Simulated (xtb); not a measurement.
O4Os, charge +1, quartet, geometry from GFN2-xTB of the parent state (such geometries of metal compounds can be far from the true shape) (a state made from the parent by changing its charge; the spin is typed, not shown lowest); GFN0-xTB (xtb 6.7.1).

Input for xtb:
```
$ xtb mol.xyz --gfn 0 --chrg 1 --uhf 3 --json

# file mol.xyz
5

Os     0.00000000    -0.00000000     0.00000000
O      1.11279420     0.65835603    -0.97541765
O      0.73850384    -0.82037554     1.18523383
O     -0.93629128    -1.00940387    -0.85302150
O     -0.91500677     1.17142338     0.64320532
```

It wrote (shortened):

```
   ID    Z sym.   atoms
    1   76 Os     1
    2    8 O      2-5

           -------------------------------------------------
          |                Calculation Setup                |
           -------------------------------------------------

           -------------------------------------------------
          |                 G F N 0 - x T B                 |
           -------------------------------------------------

          ...................................................
          :                      SETUP                      :
          :.................................................:
          :  # basis functions                  26          :
          :  # atomic orbitals                  25          :
          :  # shells                           11          :
          :  # electrons                        31          :
          :  electronic temp.          300.0000000     K    :
          :  accuracy                    1.0000000          :
          :  -> integral cutoff          0.2500000E+02      :
          :  -> integral neglect         0.1000000E-07      :
          ...................................................

         :::::::::::::::::::::::::::::::::::::::::::::::::::::
         ::                     SUMMARY                     ::
         :::::::::::::::::::::::::::::::::::::::::::::::::::::
         :: total energy             -14.192093113485 Eh    ::
         :: gradient norm              0.186211288316 Eh/a0 ::
         :: HOMO-LUMO gap              0.000000007915 eV    ::
         ::.................................................::
         :: H0 energy                -15.721398424635 Eh    ::
         :: repulsion energy           0.095563343105 Eh    ::
         :: electrostat energy         1.434808895319 Eh    ::
         :: -> Gsolv                   0.000000000000 Eh    ::
         ::    -> Gsasa                0.000000000000 Eh    ::
         ::    -> Gshift               0.000000000000 Eh    ::
         :: dispersion energy         -0.001066927274 Eh    ::
         :: short-range corr.          0.000000000000 Eh    ::
         :: add. restraining           0.000000000000 Eh    ::
         :: total charge               1.000000000000 e     ::
         :::::::::::::::::::::::::::::::::::::::::::::::::::::

           -------------------------------------------------
          |                Property Printout                |
           -------------------------------------------------

    * Orbital Energies and Occupations

         #    Occupation            Energy/Eh            Energy/eV
      -------------------------------------------------------------
         1        2.0000           -0.6770313             -18.4230
       ...           ...                  ...                  ...
         5        2.0000           -0.4862601             -13.2318
         6        2.0000           -0.4862601             -13.2318
         7        2.0000           -0.4759604             -12.9515
         8        2.0000           -0.4759604             -12.9515
         9        2.0000           -0.4759604             -12.9515
        10        2.0000           -0.4591588             -12.4943
        11        2.0000           -0.4458363             -12.1318
        12        2.0000           -0.4458363             -12.1318
        13        2.0000           -0.4458363             -12.1318
        14        1.3333           -0.4299340             -11.6991
        15        1.3333           -0.4299340             -11.6991
        16        1.3333           -0.4299340             -11.6991
        17        0.5000           -0.2007516              -5.4627 (HOMO)
        18        0.5000           -0.2007516              -5.4627 (LUMO)
        19                         -0.1523438              -4.1455
        20                         -0.1523438              -4.1455
        21                         -0.1523438              -4.1455
        22                          0.3424039               9.3173
        23                          0.6879292              18.7195
        24                          0.6879292              18.7195
        25                          0.6879292              18.7195
      -------------------------------------------------------------
                  HL-Gap            0.0000000 Eh            0.0000 eV
             Fermi-level            0.0000000 Eh            0.0000 eV

     #   Z          covCN         q      C6AA      α(0)
     1  76 Os       3.237     0.453   353.886    37.851
     2   8 O        0.809     0.137    13.366     4.905
     3   8 O        0.809     0.137    13.366     4.905
     4   8 O        0.809     0.137    13.366     4.905
     5   8 O        0.809     0.137    13.366     4.905

 Mol. C6AA /au·bohr⁶  :       1092.196794
 Mol. C8AA /au·bohr⁸  :      79127.568792
 Mol. α(0) /au        :         57.471130

Wiberg/Mayer (AO) data.
largest (>0.10) Wiberg bond orders for each atom

 ---------------------------------------------------------------------------
     #   Z sym  total        # sym  WBO       # sym  WBO       # sym  WBO
 ---------------------------------------------------------------------------
     1  76 Os   5.738 --     3 O    1.435     2 O    1.435     5 O    1.435
                             4 O    1.435
     2   8 O    1.713 --     1 Os   1.435
     3   8 O    1.713 --     1 Os   1.435
     4   8 O    1.713 --     1 Os   1.435
     5   8 O    1.713 --     1 Os   1.435
 ---------------------------------------------------------------------------

Topologies differ in total number of bonds
Writing topology from bond orders to xtbtopo.mol

 dipole moment from electron density (au)
     X       Y       Z
   0.0000  -0.0000   0.0000  total (Debye):    0.000

           -------------------------------------------------
          | TOTAL ENERGY              -14.192093113485 Eh   |
          | GRADIENT NORM               0.186211288316 Eh/α |
          | HOMO-LUMO GAP               0.000000007915 eV   |
           -------------------------------------------------

normal termination of xtb
```
